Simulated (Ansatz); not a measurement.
A run for Ansatz (an electronic-structure program): U-B3LYP-D3(BJ)/def2-TZVP on CH2F (SMILES [CH2]F), 2S+1 = 2.

Ansatz 0.2 input:
```yaml
crystal:
  periodic: [false, false, false]
  atoms:
    - {symbol: C, position_ang: [-0.09596310, 0.01576237, 0.08127586]}
    - {symbol: F, position_ang: [1.20028224, -0.11464012, -0.05574940]}
    - {symbol: H, position_ang: [-0.64259569, -0.86369354, -0.05706620]}
    - {symbol: H, position_ang: [-0.50521425, 1.01279526, -0.01059339]}
basis:
  gaussian:
    orbitals: def2-TZVP
hamiltonian:
  xc: b3lyp
  dispersion: d3bj
magnetization: {spin_polarized: true, initial_magnetization: 1}
relax: {f_tol: 0.003, max_steps: 120}
```

Task: What total energy does the run end on?

Result: -139.1375 hartree.

Task: How many basis functions does it have, and what does it roughly cost on one machine?

Result: 74 functions; very roughly 8 core-seconds.
